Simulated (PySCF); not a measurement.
GaH₅N₂, SMILES [NH2][GaH][NH2].

The structure is a stationary point at B3LYP-D3(BJ)/def2-SVP. Other conformers were not sampled.

All values below come from HF/def2-TZVPD run with PySCF.

Symmetry labels are those of the subgroup C2v that the program uses (full group C2v).

Computed valence orbital energies around the gap with their symmetry:
| orbital | symmetry | energy (eV) |
|---|---|---|
| HOMO−7 | B2 | -29.20 |
| HOMO−6 | A1 | -17.29 |
| HOMO−5 | B2 | -17.02 |
| HOMO−4 | A1 | -16.83 |
| HOMO−3 | B2 | -13.91 |
| HOMO−2 | A1 | -12.25 |
| HOMO−1 | B1 | -11.03 |
| HOMO | A2 | -10.17 |
| LUMO | A1 | 1.45 |
| LUMO+1 | B2 | 2.32 |
| LUMO+2 | B1 | 2.59 |
| LUMO+3 | A1 | 2.73 |
